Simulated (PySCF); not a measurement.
NICS in rings of unrelated molecules.

NICS = −σ at a ghost point: NICS(0) at the centroid of the ring atoms, NICS(1) 1 Å to either side along the normal of their mean plane, zz for the tensor component along that normal. Level: GIAO PBE0/pcSseg-1 (PySCF, non-relativistic, gas phase) on the GFN2-xTB geometries, one conformer each. Atom numbers follow the mapped SMILES.

**Question.** Order these rings by mean NICS(1)zz, lowest (most negative) first (ppm).
A. ring C4–C5–N6–N7–N9 in `[CH3:1][C:2](=[O:3])[c:4]1[cH:5][n:6][n:7]([CH3:8])[n:9]1`
B. ring C2–C3–C4–C5–Si6 in `[CH3:1][C@H:2]1[CH:3]=[CH:4][CH2:5][SiH2:6]1`
C. ring N4–C5–C6–N8–N9 in `[CH3:1][C:2](=[O:3])[n:4]1[cH:5][c:6]([CH3:7])[n:8][n:9]1`
D. ring Si1–Si2–Si3–Si4–Si5–Si6 in `[SiH2:1]1[SiH2:2][SiH2:3][SiH2:4][SiH2:5][SiH2:6]1`
E. ring C1–C2–C3 in `[CH2:1]1[CH2:2][CH:3]1[SiH:4]1[CH2:5][CH2:6]1`
F. ring C2–C3–C4 in `[SiH3:1][CH:2]1[CH:3]=[CH:4]1`

**Answer.** A (-31.6), C (-28.2), E (-24.0), F (-13.2), B (-1.7), D (5.1).

```csv
SMILES,ring,NICS(0),NICS(1),NICS(1)zz,HOMA,rms pucker (Å),ring atoms with four or more neighbours
CC(=O)c1cnn(C)n1,5-membered ring with 3 N; formal bonds all aromatic,-12.8,-13.1,-31.6,0.97,0.00,0
CC(=O)n1cc(C)nn1,5-membered ring with 3 N; formal bonds all aromatic,-10.2,-12.0,-28.2,0.85,0.00,0
C1CC1[SiH]1CC1,3-membered carbocycle; formal bonds all single,-45.5,-8.8,-24.0,–,0.00,3
[SiH3]C1C=C1,"3-membered carbocycle; formal bonds 1 double, 2 single",-28.9,-5.5,-13.2,–,0.00,1
C[C@H]1C=CC[SiH2]1,"5-membered ring with Si; formal bonds 1 double, 4 single",-2.2,-2.9,-1.7,–,0.00,3
[SiH2]1[SiH2][SiH2][SiH2][SiH2][SiH2]1,6-membered ring with 6 Si; formal bonds all single,-2.2,-1.9,5.1,–,0.32,6
```

NICS(0) gives another order. The isotropic NICS(1) gives the same order. HOMA uses Krygowski's 1993 parameters; it is left out where a ring has a four-coordinate atom, a triple bond, no multiple bond or a kind of bond without parameters. NICS(1) and NICS(1)zz are means over the two faces.
